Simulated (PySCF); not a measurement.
Bond energies at HF/def2-TZVPP beside a composite method

PySCF, lowest determinants of a PBE0 search. The composite is CCSD(T) extrapolated to the basis-set limit from two correlation-consistent sets, with core-valence (CV) and scalar-relativistic (SR) terms as its label shows; it has no spin–orbit coupling and nothing beyond (T).

```tsv
species	state (unpaired electrons)	De HF (eV)	De composite (eV)	composite	dissociates to
GeB	quartet (σ ↑, π ↑↑)	2.02	2.99	CCSD(T)/CBS(DT)+CV	Ge + B
CsH	singlet (closed shell)	0.84	1.85	CCSD(T)/CBS(TQ)	Cs + H
Cl2	singlet (closed shell)	0.80	2.57	CCSD(T)/CBS(TQ)+CV+SR	Cl + Cl
AsF	triplet (π ↑↑)	2.25	4.12	CCSD(T)/CBS(DT)	As + F
SbCl	triplet (π ↑↑)	1.76	3.04	CCSD(T)/CBS(DT)	Sb + Cl
CsBr	singlet (closed shell)	3.13	4.07	CCSD(T)/CBS(DT)	Cs + Br
TlH	singlet (closed shell)	1.64	2.61	CCSD(T)/CBS(DT)	Tl + H
GaCl	singlet (closed shell)	3.63	4.84	CCSD(T)/CBS(DT)+CV	Ga + Cl
```

Task: Does HF bind more or less than the composite, by how much on average, and where is the difference largest?

Result: HF/def2-TZVPP binds less on average, method and basis taken together: the mean signed difference is -1.25 eV and the mean absolute one 1.25 eV; it is largest for AsF (-1.87 eV).

The molecules are drawn from runs that passed checks on state, spin purity and fit, so the hardest cases are missing and the errors look smaller than over all diatomics.

Correlated steps freeze the inner cores (4 to 37 orbitals); shallow outer-core shells are correlated. UHF and ROHF references stand side by side, which adds small steps between rows. These are scalar-relativistic numbers at best; spin–orbit coupling would shift them, the dissociation energy most. Where the molecule has an RHF reference, its open-shell atoms are computed with UHF. States were picked by a PBE0 search and need not be the measured ground states.
